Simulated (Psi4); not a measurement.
C6H4Cl, doublet, at a GFN2-xTB geometry; HF/3-21G in Psi4.

Input for Psi4:
```
memory 2 GB

molecule mol {
0 2
  Cl    2.177078   -0.591861   -0.072876
  C     0.500236   -0.172433   -0.017056
  C    -0.488838   -1.110944    0.005753
  C    -1.818750   -0.828699    0.049594
  C    -2.194145    0.514788    0.072750
  C    -1.219601    1.496674    0.050765
  C     0.124006    1.170977    0.006126
  H    -2.564645   -1.608234    0.066182
  H    -3.241350    0.775637    0.107601
  H    -1.508291    2.537416    0.068637
  H     0.886510    1.934632   -0.011115
}

set basis 3-21g
set reference uhf

energy('scf')
print_variables()
```

**Question.** Write the output that Psi4 gives for this input, abridged.

**Answer.** 
```
   => Loading Basis Set <=

    Name: 3-21G
    Role: ORBITAL
    Keyword: BASIS

         ---------------------------------------------------------
                                   SCF
               by Justin Turney, Rob Parrish, Andy Simmonett
                          and Daniel G. A. Smith
                              UHF Reference
         ---------------------------------------------------------

  ==> Geometry <==

    Molecular point group: c1
    Full point group: C1

    Geometry (in Angstrom), charge = 0, multiplicity = 2:

       Center              X                  Y                   Z               Mass
    ------------   -----------------  -----------------  -----------------  -----------------
         CL           2.100620967375    -0.554163625808    -0.070172479947    34.968852682000
         C            0.423778967375    -0.134735625808    -0.014352479947    12.000000000000
         C           -0.565295032625    -1.073246625808     0.008456520053    12.000000000000
         C           -1.895207032625    -0.791001625808     0.052297520053    12.000000000000
         C           -2.270602032625     0.552485374192     0.075453520053    12.000000000000
         C           -1.296058032625     1.534371374192     0.053468520053    12.000000000000
         C            0.047548967375     1.208674374192     0.008829520053    12.000000000000
         H           -2.641102032625    -1.570536625808     0.068885520053     1.007825032230
         H           -3.317807032625     0.813334374192     0.110304520053     1.007825032230
         H           -1.584748032625     2.575113374192     0.071340520053     1.007825032230
         H            0.810052967375     1.972329374192    -0.008411479947     1.007825032230

  Running in c1 symmetry.

  Rotational constants: A =      0.20597  B =      0.05256  C =      0.04187 [cm^-1]
  Rotational constants: A =   6174.68642  B =   1575.66850  C =   1255.33076 [MHz]
  Nuclear repulsion =  305.293296547581519

  Charge       = 0
  Multiplicity = 2
  Electrons    = 57
  Nalpha       = 29
  Nbeta        = 28

  ==> Algorithm <==

  SCF Algorithm Type is DF.
  DIIS enabled.
  MOM disabled.
  Fractional occupation disabled.
  Guess Type is SAD.
  Energy threshold   = 1.00e-06
  Density threshold  = 1.00e-06
  Integral threshold = 1.00e-12

  ==> Primary Basis <==

  Basis Set: 3-21G
    Blend: 3-21G
    Number of shells: 45
    Number of basis functions: 75
    Number of Cartesian functions: 75
    Spherical Harmonics?: false
    Max angular momentum: 1

   => Loading Basis Set <=

    Name: (3-21G AUX)
    Role: JKFIT
    Keyword: DF_BASIS_SCF

  ==> Integral Setup <==

  SCF_SUBTYPE=INCORE selected. In-core MEM_DF algorithm will be used.
  Using in-core AOs.

  ==> MemDFJK: Density-Fitted J/K Matrices <==

    J tasked:                   Yes
    K tasked:                   Yes
    wK tasked:                   No
    Algorithm:                 Core
    Schwarz Cutoff:           1E-12
    Mask sparsity (%):       4.7644
    Fitting Condition:        1E-10

   => Auxiliary Basis Set <=

  Basis Set: (3-21G AUX)
    Blend: DEF2-UNIVERSAL-JKFIT
    Number of shells: 212
    Number of basis functions: 769
    Number of Cartesian functions: 769
    Spherical Harmonics?: false
    Max angular momentum: 4

  Minimum eigenvalue in the overlap matrix is 1.9518275803E-03.
  Reciprocal condition number of the overlap matrix is 3.9857644940E-04.
    Using symmetric orthogonalization.

  ==> Pre-Iterations <==

  SCF Guess: Superposition of Atomic Densities via on-the-fly atomic UHF (no occupation information).

   -------------------------
    Irrep   Nso     Nmo
   -------------------------
     A         75      75
   -------------------------
    Total      75      75
   -------------------------

  ==> Iterations <==

                           Total Energy        Delta E     RMS |[F,P]|

   @DF-UHF iter SAD:  -685.04033730380138   -6.85040e+02   0.00000e+00
[...]
   @DF-UHF iter  68:  -685.47657234851840    1.24701e-03   9.05420e-05 DIIS
   @DF-UHF iter  69:  -685.47631565853294    2.56690e-04   8.72571e-05 DIIS
   @DF-UHF iter  70:  -685.47692477840985   -6.09120e-04   9.78286e-05 DIIS
   @DF-UHF iter  71:  -685.47622247308345    7.02305e-04   8.53097e-05 DIIS
   @DF-UHF iter  72:  -685.47614041303666    8.20600e-05   8.38345e-05 DIIS
   @DF-UHF iter  73:  -685.47633739454648   -1.96982e-04   8.70733e-05 DIIS
   @DF-UHF iter  74:  -685.47645347012701   -1.16076e-04   8.90072e-05 DIIS
   @DF-UHF iter  75:  -685.47629230901794    1.61161e-04   8.81422e-05 DIIS
   @DF-UHF iter  76:  -685.47228868397372    4.00363e-03   1.58005e-04 ADIIS/DIIS
   @DF-UHF iter  77:  -685.47547241318125   -3.18373e-03   7.72379e-05 DIIS
   @DF-UHF iter  78:  -685.47509845508898    3.73958e-04   7.72018e-05 DIIS
   @DF-UHF iter  79:  -685.47521740377488   -1.18949e-04   7.68352e-05 DIIS
   @DF-UHF iter  80:  -685.47511940652407    9.79973e-05   7.71982e-05 DIIS
   @DF-UHF iter  81:  -685.47465374716467    4.65659e-04   8.15942e-05 DIIS
   @DF-UHF iter  82:  -685.47465014710781    3.60006e-06   8.16611e-05 DIIS
   @DF-UHF iter  83:  -685.47480459390704   -1.54447e-04   7.94067e-05 DIIS
   @DF-UHF iter  84:  -685.47490353682667   -9.89429e-05   7.77037e-05 DIIS
   @DF-UHF iter  85:  -685.47572387218531   -8.20335e-04   7.65235e-05 DIIS
   @DF-UHF iter  86:  -685.47516047155375    5.63401e-04   7.49526e-05 DIIS
   @DF-UHF iter  87:  -685.47504962359244    1.10848e-04   7.71900e-05 DIIS
   @DF-UHF iter  88:  -685.47985720886209   -4.80759e-03   1.52279e-04 ADIIS/DIIS
   @DF-UHF iter  89:  -685.47678097202322    3.07624e-03   9.56745e-05 DIIS
   @DF-UHF iter  90:  -685.47651355850883    2.67414e-04   9.03690e-05 DIIS
   @DF-UHF iter  91:  -685.47720112830575   -6.87570e-04   1.04512e-04 ADIIS/DIIS
   @DF-UHF iter  92:  -685.47698986282171    2.11265e-04   9.96740e-05 DIIS
   @DF-UHF iter  93:  -685.47447665137827    2.51321e-03   9.25235e-05 DIIS
   @DF-UHF iter  94:  -685.47946625205043   -4.98960e-03   1.60966e-04 ADIIS/DIIS
   @DF-UHF iter  95:  -685.47484150125524    4.62475e-03   8.59289e-05 DIIS
   @DF-UHF iter  96:  -685.47454323040665    2.98271e-04   9.07722e-05 DIIS
   @DF-UHF iter  97:  -685.47486889329218   -3.25663e-04   8.46601e-05 DIIS
   @DF-UHF iter  98:  -685.47610403215049   -1.23514e-03   8.95993e-05 DIIS
   @DF-UHF iter  99:  -685.47654558904901   -4.41557e-04   9.42078e-05 DIIS
   @DF-UHF iter 100:  -685.47675143629135   -2.05847e-04   9.74828e-05 DIIS

PsiException: Could not converge SCF iterations in 100 iterations.

  Failed to converge.

Traceback (most recent call last):
  File "psi4", line 375, in <module>
  File "<string>", line 32, in <module>
  File "site-packages/psi4/driver/driver.py", line 533, in energy
  File "site-packages/psi4/driver/procrouting/proc.py", line 2760, in run_scf
  File "site-packages/psi4/driver/procrouting/proc.py", line 2047, in scf_helper
  File "site-packages/psi4/driver/procrouting/scf_proc/scf_iterator.py", line 93, in scf_compute_energy
  File "site-packages/psi4/driver/procrouting/scf_proc/scf_iterator.py", line 86, in scf_compute_energy
  File "site-packages/psi4/driver/procrouting/scf_proc/scf_iterator.py", line 609, in scf_iterate

psi4.driver.p4util.exceptions.SCFConvergenceError: Could not converge SCF iterations in 100 iterations.

Printing out the relevant lines from the Psithon --> Python processed input file:
      H     0.886510    1.934632   -0.011115
    ""","mol")
    core.IO.set_default_namespace("mol")
    core.set_global_option("BASIS", "3-21g")
    core.set_global_option("REFERENCE", "uhf")
--> energy('scf')
    print_variables()

!-------------------------------------------------------!
!                                                       !
!  Could not converge SCF iterations in 100 iterations. !
!                                                       !
!-------------------------------------------------------!
```

Convergence was not reached.
